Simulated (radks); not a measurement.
Re, 75 electrons, occupied as [Xe] 4f13 5d6 6s2 (not the ground configuration). All-electron calculation, scalar-relativistic Kohn-Sham, PBE, spin-unpolarised, spherical densities, finite nucleus; Fermi nuclear charge, rms radius 5.3698 fm. Program: a radial shooting solver on a logarithmic mesh with Libxc functionals.

Normalised radial functions P(r) = r R(r), r in bohr:

r	5p	5d
0.003076	0.0122	0.0001
0.004168	0.0200	0.0003
0.005649	0.0325	0.0006
0.007656	0.0521	0.0013
0.01038	0.0815	0.0029
0.01406	0.1230	0.0064
0.01906	0.1759	0.0137
0.02604	0.2333	0.0286
0.03529	0.2697	0.0555
0.04782	0.2478	0.0998
0.06481	0.1253	0.1615
0.08784	-0.1003	0.2243
0.119	-0.3293	0.2451
0.1613	-0.3581	0.1633
0.2187	-0.0455	-0.0444
0.2987	0.4296	-0.2911
0.4049	0.5378	-0.3635
0.5487	0.0356	-0.1392
0.7436	-0.7022	0.2860
1.008	-1.0723	0.6651
1.366	-0.8883	0.8047
1.851	-0.4670	0.7001
2.509	-0.1573	0.4801
3.427	-0.0302	0.2592
4.645	-0.0031	0.1101
6.295	-0.0001	0.0345
8.532	0.0000	0.0071

5p: eigenvalue -49.916 eV, 3 radial nodes at r = 0.0777, 0.225, 0.557 bohr, <r> = 1.18 bohr, 90 % of the charge inside 1.73 bohr. 5d: eigenvalue -6.389 eV, 2 radial nodes at r = 0.207, 0.611 bohr, <r> = 1.82 bohr, 90 % of the charge inside 2.90 bohr.
